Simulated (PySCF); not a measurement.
Two species compared at the same levels of theory.

First species: C4H13FN2Si.
SMILES: `CC(C)CN[Si@@H](N)F`

Second species: C₅H₁₀FPSi.
SMILES: `P[Si@H](CCF)C#CC`

Levels: PBE0/pcSseg-1 for dipole moment, HOMO energy, LUMO energy and HOMO–LUMO gap; GFN2-xTB for rotational constant A and rotational constant C. Geometries: GFN2-xTB. All species are isolated and taken at one optimised geometry, non-relativistic unless stated; the electronic structure was computed with PySCF and density fitting.

Dipoles, sizes and rotational constants follow the conformer. The torsions of the flexible species, by atom-mapped SMILES:
- `[CH3:1][CH:2]([CH3:3])[CH2:4][NH:5][Si@@H:6]([NH2:7])[F:8]`: C1–C2–C4–N5 63°, C2–C4–N5–Si6 -114°, C4–N5–Si6–N7 175°, H–N7–Si6–N5 157°, H–N7–Si6–N5 -67°
- `[CH3:1][C:2]#[C:3][Si@H:4]([PH2:5])[CH2:6][CH2:7][F:8]`: C3–Si4–C6–C7 -175°, Si4–C6–C7–F8 62°, H–P5–Si4–C3 55°, H–P5–Si4–C3 -38°

Values for the first species:

```
Dipole moment         : 2.66 D
HOMO energy           : -6.90 eV
LUMO energy           : 1.17 eV
HOMO–LUMO gap         : 8.07 eV
Rotational constant A : 3.521 GHz
Rotational constant C : 0.692 GHz
```

Problem. Estimate the same properties for the second species, and the change in each.

Solution. 
```
             property      first     second  second less first
        dipole moment     2.66 D     3.33 D            +0.67 D
          HOMO energy   -6.90 eV   -7.19 eV           -0.29 eV
          LUMO energy    1.17 eV    0.00 eV           -1.17 eV
        HOMO–LUMO gap    8.07 eV    7.19 eV           -0.88 eV
rotational constant A  3.521 GHz  1.822 GHz         -1.699 GHz
rotational constant C  0.692 GHz  0.532 GHz         -0.160 GHz
```

On the first: A dipole of 2.66 D is allowed in C1, and pure rotational transitions are dipole-allowed. The dipole matches unit charges of opposite sign 0.55 Å apart (1 e·Å = 4.8032 D).

On the second: In atomic units the dipole is 1.31 e·bohr (1 au = 2.5417 D).
